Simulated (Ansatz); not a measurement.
Ansatz (an electronic-structure program) input:

Ansatz 0.2 input:
```yaml
crystal:
  periodic: [false, false, false]
  atoms:
    - {symbol: C, position_ang: [-0.80042926, -0.57525835, -0.26166469]}
    - {symbol: C, position_ang: [0.51326869, -0.37783938, -0.03810045]}
    - {symbol: O, position_ang: [0.02321352, 0.80488291, 0.22491673]}
    - {symbol: H, position_ang: [1.53725527, -0.72047688, -0.00074301]}
basis:
  gaussian:
    orbitals: cc-pVQZ
magnetization: {spin_polarized: true, initial_magnetization: 1}
correlation: {method: ccsd_t, electrons: outside_noble_gas}
```

Predict the final energy.

-151.64067 Eh (CCSD(T)/cc-pVQZ). The basis has 195 functions.

It need not be the lowest isomer of its formula.
